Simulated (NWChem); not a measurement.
## Ionisation of H₂Be

SMILES: [BeH2]
```xyz
3

Be     0.0000     0.0000     0.0000
H      0.0000     0.0000     1.3442
H      0.0000     0.0000    -1.3442
```
Charge 0, spin multiplicity 1.

The numbers come from NWChem runs, not from measurements. Structure: optimised with PBE/def2-SVP, a minimum by its harmonic frequencies.

Basis set: def2-TZVPD. −ε marks an orbital energy of the parent.

B3LYP has NWChem's definition, with VWN1-RPA local correlation. The structure started from a generated list of species.

Task: One of these methods gave a first vertical ionisation energy of 12.15 eV. Which?
(A) evGW0@PBE0
(B) −ε(HOMO) of BLYP
(C) −ε(HOMO) of HF
(D) −ε(HOMO) of B3LYP

Result: C, −ε(HOMO) of HF. The others give 7.41 (−ε(HOMO) of BLYP), 8.63 (−ε(HOMO) of B3LYP), 11.84 (evGW0@PBE0).
